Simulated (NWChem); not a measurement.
SnIBr, singlet; SMILES [I][Sn][Br]

```xyz
3

Sn     1.0320     0.4772     0.0000
Br    -0.8756     2.1905     0.0000
I     -0.3954    -1.8967     0.0000
```
Atoms are numbered in this order, from 1.

Low-valent species are run as closed-shell singlets; no triplet was tried in these runs. Coordinates come from a PBE-D3(BJ)/def2-SVP optimisation. def2 effective core potentials on Sn, I; no spin-orbit coupling.

Symmetry labels are those of Cs in the frame above (b1 and b2, or b-type labels, depend on it).

Problem. List the 6 lowest vertical singlet excitations from B3LYP/def2-SVPD with def2 effective core potentials on Sn, I, TDA (NWChem).

Solution. 
| state | energy (eV) | oscillator strength | symmetry | leading excitation (squared amplitude) |
|---|---|---|---|---|
| S1 | 2.78 | 0.001 | a" | HOMO → LUMO (0.90) |
| S2 | 3.05 | 0.006 | a" | HOMO−1 → LUMO (0.88) |
| S3 | 3.47 | 0.039 | a' | HOMO−2 → LUMO (0.90) |
| S4 | 4.01 | 0.008 | a" | HOMO−4 → LUMO (0.98) |
| S5 | 4.24 | 0.009 | a' | HOMO−3 → LUMO (0.84) |
| S6 | 4.65 | 0.018 | a' | HOMO → LUMO+1 (0.76) |
